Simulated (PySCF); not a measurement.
A structure optimised at TPSSh-D3(BJ)/def2-TZVP, used in a PySCF frequency run:

```
Al
F 1 1.6568
H 1 1.5733 2 117.06
H 1 1.5733 3 125.89 2 180.00
```

Problem. Write its SMILES, formula and point group.

Solution. [F][AlH2], AlFH₂, C2v

Problem. What are its rotational constants (standard atomic weights)?

Solution. 127.70, 14.696, 13.179 GHz
